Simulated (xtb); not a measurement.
F5Sb, charge +1, doublet, at a GFN2-xTB geometry (a state made from the parent by changing its charge; the spin is typed, not shown lowest), atoms displaced at random by about 0.02 Å a coordinate. Base run: GFN1-xTB in xtb.

Here is a job for xtb.
```
$ xtb mol.xyz --gfn 1 --chrg 1 --uhf 1 --opt --json

# file mol.xyz
6

Sb     0.00883788     0.02063645    -0.05867713
F      0.99931025    -0.63278976     1.59598223
F     -1.56332439     0.92088700    -0.80045444
F      0.63035004     1.82811395     0.46354813
F      1.07512718    -0.49947788    -1.50846357
F     -1.19278810    -1.56324856     0.27981283
```

Each row names what was changed in the base input (with any setting that the change needs).

```
change               ΔE vs base (kJ/mol)  optimiser steps
-------------------  -------------------  ---------------
base                                0.00                7
engine = lbfgs                      0.01                -
opt level = sloppy                  0.05                4
alpb = acetone                    -159.3                7
opt level = vtight                 -2.29               22
alpb = water                      -150.9                7
opt level = extreme                -2.29               23
opt level = crude                   0.05                4
opt level = tight                  -2.29               20
opt level = lax                     0.03                5
```
